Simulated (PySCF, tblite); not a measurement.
Isomers of C7H11 (doublet state), one GFN2-xTB conformer each. Single-point energies are computed at B3LYP/pcH-1 (PySCF, gas phase, no added dispersion term), electronic only. GFN2-xTB treats the open shell by occupation alone, and not every SCF solution was tested for stability.

```json
{"SMILES": "CCC#C[CH]CC", "GFN2-xTB relative energy (kcal/mol)": "32.2"}
{"SMILES": "[CH2]C1=CCC[C@@H]1C", "GFN2-xTB relative energy (kcal/mol)": "0.0"}
{"SMILES": "C=C[C](C=C)CC", "GFN2-xTB relative energy (kcal/mol)": "21.6"}
```

Conformers: `[CH3:1][CH2:2][C:3]#[C:4][CH:5][CH2:6][CH3:7]` (doublet state) with C4–C5–C6–C7 -111°; `[CH2:1][C:2]1=[CH:3][CH2:4][CH2:5][C@@H:6]1[CH3:7]` (doublet state) with H–C1–C2–C3 180° and 0°, C2–C3–C4–C5 -13°, C3–C4–C5–C6 22°, C4–C5–C6–C7 96°, C1–C2–C6–C5 -166°; `[CH2:1]=[CH:2][C:3]([CH:4]=[CH2:5])[CH2:6][CH3:7]` (doublet state) with C1–C2–C3–C4 -2°, C2–C3–C4–C5 -178°, C2–C3–C6–C7 95°.

What does B3LYP/pcH-1 give for the same structures?

| SMILES | B3LYP/pcH-1 E (Eh) | B3LYP/pcH-1 (kcal/mol) | GFN2-xTB (kcal/mol) | point group |
| --- | --- | --- | --- | --- |
| [CH2]C1=CCC[C@@H]1C | -273.33961 | 0.0 | 0.0 | C1 |
| C=C[C](C=C)CC | -273.32811 | 7.2 | 21.6 | C1 |
| CCC#C[CH]CC | -273.30211 | 23.5 | 32.2 | C1 |

Both levels put the same isomer lowest; measured from each level's own lowest isomer, the values differ by up to 14.4 kcal/mol (C=C[C](C=C)CC: 21.6 against 7.2). 

What happens when harmonic zero-point energies from GFN2-xTB frequencies are added?

```
             SMILES  ZPE (kcal/mol)  electronic (kcal/mol)  with ZPE (kcal/mol)
[CH2]C1=CCC[C@@H]1C            98.3                    0.0                  0.0
      C=C[C](C=C)CC            96.7                    7.2                  5.6
        CCC#C[CH]CC            96.4                   23.5                 21.6
```

The zero-point energies span 1.9 kcal/mol. The order is unchanged.

As an exercise, what shares would exp(−E/RT) give at 2000 K from these electronic energies alone (no entropy, no degeneracies)?

RT = 3.974 kcal/mol: [CH2]C1=CCC[C@@H]1C 85.8 %, C=C[C](C=C)CC 14.0 %, CCC#C[CH]CC 0.2 %.
